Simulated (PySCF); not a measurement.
**Electron correlation in Nb⁺ (niobium, charge +1)**

Starting occupation: [Kr] 4d4, 4d3/2 with m_j = -3/2, -1/2, +1/2, +3/2. Calculation: PySCF 2.14, in x2c-SVPall-2c (6s8p6d1f, 67 functions); X2C-1e with screened-nucleus spin-orbit coupling, Gaussian nucleus. Frozen: [Ar] 3d10; 12 electrons correlated; the 6 highest virtual spinors left out.

MP2 pair energies summed by pair of shells (mhartree):

```csv
pair,energy,share (%)
4d-4p,-85.83,40.2
4p-4p,-74.43,34.8
4d-4d,-27.87,13.0
4p-4s,-15.96,7.5
4d-4s,-5.79,2.7
4s-4s,-3.72,1.7
```

Total MP2 correlation energy: -213.60 mhartree.

The GHF reference relaxed away from the jj start to a determinant that is no pure jj level (⟨S²⟩ = 6.00, ⟨J²⟩ = 3.85); the energies belong to that determinant.

This basis was not built for core-valence correlation, so the inner-shell part is incomplete.
